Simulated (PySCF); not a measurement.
TDDFT excited states: Si4H10

Compound: n-SiSiSiSiH10.
Z-matrix (Å and degrees, PBE0-D3(BJ)/def2-SVP geometry), rows numbered from 1:
```
Si
Si  1  2.3444
Si  2  2.3464  1  110.38
Si  3  2.3453  2  110.09  1  -178.89
H   1  1.4954  2  109.28  3    61.14
H   1  1.4954  2  109.50  3   -57.81
H   1  1.4953  2  111.47  3  -178.38
H   2  1.4980  1  110.00  3  -120.37
H   2  1.4977  1  110.18  3   120.61
H   3  1.4977  2  109.23  1    59.81
H   3  1.4980  2  109.14  1   -58.23
H   4  1.4955  3  109.13  2    60.80
H   4  1.4955  3  111.55  2  -178.74
H   4  1.4953  3  109.49  2   -58.09
```

Level of theory: PySCF, TDDFT CAM-B3LYP/def2-SVPD, vertical, gas phase, core orbitals frozen in the response.

Task: Predict the UV-vis stick spectrum at this level.

Result: 

```csv
state,E (eV),λ (nm),ν̃ (cm⁻¹),f,|μ| (D),"main configurations (H = HOMO, L = LUMO)"
S1,6.60,187.7,53270,0.632,5.02,H→L (82%)
S2,6.72,184.4,54220,0.0012,0.22,"H→L+4 (78%), H→L+3 (14%)"
S3,6.99,177.4,56380,0.0000,0.01,H→L+1 (95%)
S4,7.08,175.1,57120,0.048,1.33,H→L+2 (89%)
S5,7.11,174.5,57310,0.0004,0.12,H→L+5 (88%)
S6,7.18,172.6,57940,0.0000,0.03,"H→L+3 (68%), H→L+4 (12%), H→L+8 (9%)"
S7,7.48,165.8,60320,0.024,0.92,H-1→L (88%)
S8,7.63,162.5,61530,0.0008,0.17,"H-2→L (30%), H-1→L+1 (26%), H→L+7 (17%)"
S9,7.66,162.0,61750,0.0022,0.27,"H→L+7 (52%), H-2→L (12%), H-1→L+1 (10%)"
S10,7.73,160.4,62360,0.640,4.67,"H→L+6 (56%), H-1→L+2 (18%), H→L (9%)"
```

Triplets, Tamm–Dancoff:

| state | E (eV) | λ (nm) | main configurations (H = HOMO, L = LUMO) |
| --- | --- | --- | --- |
| T1 | 5.66 | 219.1 | H→L (83%) |
| T2 | 6.21 | 199.6 | H→L+4 (72%), H→L+3 (13%) |
| T3 | 6.39 | 194.1 | H→L+1 (72%) |
| T4 | 6.43 | 192.9 | H→L+5 (38%), H→L+2 (36%), H-2→L+4 (10%) |

The lowest singlet comes at 188 nm (637 kJ/mol) in the vacuum ultraviolet; it is strong; its leading configuration is HOMO→LUMO (82%). The largest oscillator strength of a single state is 0.640. Löwdin shares by element: HOMO silicon 81% (atoms not listed hold the other 19%); LUMO silicon 70% (atoms not listed hold the other 30%). The listed states span 1.13 eV, and the widest gap between neighbours is 0.29 eV (S6 to S7). Orbital energies (eV): HOMO-3 -10.81, HOMO-2 -10.19, HOMO-1 -9.93, HOMO -8.90, LUMO 0.54, LUMO+1 0.89, LUMO+2 0.91. Weighted by f, the mean energy of these states is 7.17 eV. All these states lie below the vertical ionisation energy of 9.49 eV (ΔSCF). Singlets were solved by full linear response, triplets in the Tamm–Dancoff approximation.

The run took 2.5 min (grids of density and orbitals included) on one thread, Intel Xeon at 2.50 GHz (x86_64), no GPU, shared host with 64 logical CPUs at a one-minute load of 63, and the process peaked at 0.99 GiB of memory.

One conformer stands for the species.
